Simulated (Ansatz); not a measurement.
The cluster Hg₄S₃. The state is a singlet with charge 0. Geometry r2SCAN-D4/def2-SVP.

Cartesian coordinates in Å:
```
Hg -0.8679 -0.9218 -1.5458
Hg -2.1603 1.5191 -0.9301
Hg 1.7840 1.6004 1.4480
Hg 1.7989 -0.8671 0.0626
S 1.3154 -1.9665 -2.1143
S -0.7897 -0.6564 1.3321
S -1.0804 1.2923 1.7476
```

In the def2 sets Hg takes a core potential; there is no spin–orbit coupling. Another isomer (singlet) lies 1.82 eV lower at PBE0-D4/def2-TZVP; other spin states weren't run for this one.

Task: Estimate the orbital energies around the gap (eV) in Ansatz with HF/def2-TZVP, LDA (SPW92)/def2-TZVP, PBE-D4/def2-TZVP, PBE0-D4/def2-SVP, r2SCAN0-D4/def2-TZVP.

Result: 
| orbital | HF/def2-TZVP | LDA (SPW92)/def2-TZVP | PBE-D4/def2-TZVP | PBE0-D4/def2-SVP | r2SCAN0-D4/def2-TZVP |
| --- | --- | --- | --- | --- | --- |
| HOMO−5 | -10.58 | -7.89 | -7.59 | -8.59 | -8.74 |
| HOMO−4 | -9.50 | -7.30 | -6.99 | -7.82 | -7.97 |
| HOMO−3 | -8.83 | -6.95 | -6.65 | -7.43 | -7.56 |
| HOMO−2 | -8.68 | -5.95 | -5.67 | -6.66 | -6.87 |
| HOMO−1 | -7.86 | -5.86 | -5.63 | -6.37 | -6.51 |
| HOMO | -7.62 | -5.59 | -5.34 | -6.01 | -6.18 |
| LUMO | -1.05 | -4.51 | -4.21 | -3.64 | -3.68 |
| LUMO+1 | -0.47 | -4.12 | -3.82 | -3.22 | -3.25 |
| LUMO+2 | 0.45 | -2.66 | -2.36 | -1.59 | -1.68 |
| LUMO+3 | 1.09 | -1.98 | -1.67 | -0.64 | -0.79 |
| LUMO+4 | 1.28 | -1.79 | -1.54 | -0.59 | -0.73 |
| LUMO+5 | 1.82 | -1.69 | -1.42 | -0.35 | -0.45 |
